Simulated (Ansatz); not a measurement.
Si3Au2⁻. The state is a doublet with charge -1. Geometry r2SCAN-D4/def2-SVPD.

```
atom   x (Å)   y (Å)   z (Å)
 Au1  -0.067   1.769  -0.787
 Au2  -0.788  -1.102  -1.385
 Si3  -1.217   0.152   0.738
 Si4   1.348  -0.255  -0.402
 Si5   0.724  -0.564   1.836
```

In the def2 sets Au takes a core potential; there is no spin–orbit coupling. B3LYP takes the VWN-RPA correlation. HSE06 is defined as in plane-wave codes, on full-range PBE exchange. Another isomer (doublet) lies 0.17 eV lower at PBE0-D4/def2-TZVPD; other spin states weren't run for this one.

Task: Estimate the α-spin orbital energies around the gap (eV) in Ansatz with PBE-D4/def2-TZVPD, r2SCAN-D4/def2-TZVPD, r2SCANh-D4/def2-TZVPD, B3LYP-D4/def2-TZVPD, HSE06-D4/def2-TZVPD.

Result: 
```
orbital  PBE-D4/def2-TZVPD  r2SCAN-D4/def2-TZVPD  r2SCANh-D4/def2-TZVPD  B3LYP-D4/def2-TZVPD  HSE06-D4/def2-TZVPD
HOMO−13              -4.41                 -4.73                  -5.26                -5.52                -5.45
HOMO−12              -4.40                 -4.72                  -5.23                -5.48                -5.42
HOMO−11              -4.29                 -4.61                  -5.19                -5.42                -5.36
HOMO−10              -4.05                 -4.36                  -4.92                -5.19                -5.13
 HOMO−9              -3.74                 -4.06                  -4.62                -4.90                -4.84
 HOMO−8              -3.57                 -3.87                  -4.42                -4.70                -4.62
 HOMO−7              -3.55                 -3.83                  -4.33                -4.62                -4.56
 HOMO−6              -3.46                 -3.76                  -4.33                -4.59                -4.50
 HOMO−5              -3.36                 -3.67                  -4.25                -4.56                -4.47
 HOMO−4              -2.24                 -2.49                  -2.88                -2.98                -2.84
 HOMO−3              -1.77                 -1.91                  -2.16                -2.32                -2.08
 HOMO−2              -1.06                 -1.20                  -1.50                -1.67                -1.48
 HOMO−1              -0.76                 -0.88                  -1.16                -1.33                -1.14
   HOMO              -0.26                 -0.50                  -0.71                -0.62                -0.46
   LUMO               0.64                  0.68                   0.92                 1.18                 0.92
 LUMO+1               0.89                  0.90                   1.09                 1.27                 1.06
 LUMO+2               2.03                  2.11                   2.33                 2.51                 2.29
 LUMO+3               2.22                  2.38                   2.60                 2.67                 2.49
 LUMO+4               2.29                  2.51                   2.70                 2.71                 2.50
 LUMO+5               3.07                  3.51                   3.67                 3.45                 3.30
 β HOMO              -0.68                 -0.80                  -1.08                -1.25                -1.05
 β LUMO               0.38                  0.59                   0.88                 0.94                 0.82
```
